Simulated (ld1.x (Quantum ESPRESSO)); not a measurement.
# Before and after: PAW potential for Sb (Z = 51)

```
Element                 : Sb
Generator               : ld1.x (Quantum ESPRESSO) 7.5
Type                    : PAW
Functional              : PBE
Relativity              : scalar-relativistic
Frozen core             : [Kr]
Valence charge          : 15
Reference configuration : 4d10 5s1.75 5p3.25
Partial waves           : 5s (bound): rcut 1.60, rcutus 2.00 bohr; 5s channel at -0.65 Ry: rcut 1.60, rcutus 2.00 bohr; 5p (bound): rcut 1.80, rcutus 2.55 bohr; 5p channel at 1 Ry: rcut 1.80, rcutus 2.55 bohr; 4d (bound): rcut 1.30, rcutus 1.70 bohr; 4d channel at -1.25 Ry: rcut 1.30, rcutus 1.70 bohr
Local potential         : all-electron potential smoothed inside 2.00 bohr (lloc = -1)
Core correction         : Bessel-smoothed model core inside 1.30 bohr
Augmentation charge     : PSQ, radius 1.35 bohr
```

Change: local potential all-electron potential smoothed inside 2.56 bohr (lloc = -1).

Cutoffs: the cutoffs (Ry, on a coarse ladder) from which the occupation-weighted sum of valence levels, in a spherical-Bessel basis at the reference potential, stays within 10 and 1 mRy of its value at 400 Ry; they do not see the model core or the augmentation charge, which bear on the density cutoff. Errors are all-electron minus pseudo energies relative to the spin-unpolarised reference configuration.

Problem. How do hardness, ghosts and transferability respond?

Solution. The potential gets neither clearly harder nor softer (50 Ry and 90 Ry → 50 Ry and 90 Ry); of the 7 tests that both files solve, the error grows in 2 and shrinks in 0 by more than 15 % and 0.3 meV (median size 1.8 → 1.8 meV); neither file shows a bound ghost.

```csv
quantity,base,changed
"cutoff, loose",50 Ry,50 Ry
"cutoff, tight",90 Ry,90 Ry
bound ghosts,none,none
"error for 4d10 5s2 5p3, meV [ΔE -2.01 eV]",+0.2,+0.2
"error for 4d10 5s2 5p2, meV [ΔE 6.31 eV]",-1.8,-1.8
"error for 4d10 5s2 5p1, meV [ΔE 22.28 eV]",-6.0,-6.0
"error for 4d10 5s1 5p4, meV [ΔE 6.10 eV]",-0.7,-0.7
"error for 4d10 5s0 5p5, meV [ΔE 14.42 eV]",-1.8,-1.8
"error for 4d9 5s2 5p4, meV [ΔE 29.11 eV]",-113,-137
"error for 4d9 5s2 5p3, meV [ΔE 38.73 eV]",-124,-148
lowest overlap eigenvalue by channel,"s 0.38, p 0.52, d 0.35","s 0.37, p 0.57, d 0.40"
```
